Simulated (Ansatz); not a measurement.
`NB(Cl)Cl` + `C#C` → `C#CB(Cl)Cl` + NH₃ at 400 K and 1 bar (formal exchange of groups at a B–N bond).

Gas-phase electronic energies from Ansatz, PBE0-D4/def2-TZVP geometries. CCSD(T)/CBS adds triple-zeta CCSD(T) − MP2 to the extrapolated MP2 energy (def2 sets, frozen cores). This one scheme is used for every species. One conformer a species, not always the lowest.

```csv
species,CCSD(T)/CBS energy (Eh),H − E (kJ/mol),S (J/(mol·K))
`NB(Cl)Cl`,-1000.39362,112.0,316.6
`C#C`,-77.22717,85.5,213.8
`C#CB(Cl)Cl`,-1021.08170,93.2,341.9
NH₃,-56.50880,104.2,203.1
```

H − E and S are ideal-gas, rigid-rotor, harmonic terms from PBE0-D4/def2-TZVP, for one conformer and one mirror image of each species. 1 Eh = 2625.50 kJ/mol, R = 8.31446 J/(mol·K).

Q: By hand: ΔE, ΔH, ΔS and ΔG.

A: ΔE = (-1021.08170) + (-56.50880) − (-1000.39362) − (-77.22717) = 0.03029 Eh = 79.5 kJ/mol. Δ(H − E) = 93.2 + 104.2 − 112.0 − 85.5 = -0.1, so ΔH = 79.4 kJ/mol. ΔS = 341.9 + 203.1 − 316.6 − 213.8 = 14.6 J/(mol·K). ΔG = 79.4 − 400 × (14.6)/1000 = 73.6 kJ/mol.

Q: By hand: the equilibrium constant, and the temperature at which ΔG would vanish if ΔH and ΔS stayed fixed.

A: log₁₀ K = −ΔG/(RT ln 10) = -9.6. ΔG = 0 at ΔH/ΔS = 5438 K, far beyond where these terms or the molecules hold.

The number of gas molecules stays the same, so ΔS is small and ΔH decides. A doubt of 5 kJ/mol in ΔE shifts log₁₀ K by 0.7 here. Other conformers and mirror images would add mixing entropy, several J/(mol·K) or more a flexible species. These are equilibria of isolated gas molecules and say nothing of rates. Largest T1 diagnostic: 0.013 (customary marks: 0.02 for closed shells, 0.045 for open ones).
